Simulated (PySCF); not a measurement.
These are B3LYP-D3(BJ)/def2-TZVP run with PySCF values and carry that method's errors. All species are isolated molecules in the gas phase. B3LYP has the VWN-RPA correlation part, as in Gaussian. Excitations are Tamm–Dancoff values on a coarser integration grid. The basis has no diffuse functions, so Rydberg states are missing or too high.

Reference species (SMILES): `C=[SiH]C#N` (neutral, multiplicity 1).

- S1 oscillator strength = 0.001
- brightest of the four lowest singlets (TDA) = 5.15 eV
- HOMO = -7.07 eV

Changed species: `C(#C)N=[SiH2]`.

### Question
Give the shifts of the S1 oscillator strength, brightest of the four lowest singlets (TDA) and HOMO.

### Answer
the S1 oscillator strength stays essentially unchanged; the brightest of the four lowest singlets (TDA) decreases by 1.15 eV, to 4.00 eV; the HOMO increases by 0.96 eV, to -6.11 eV.
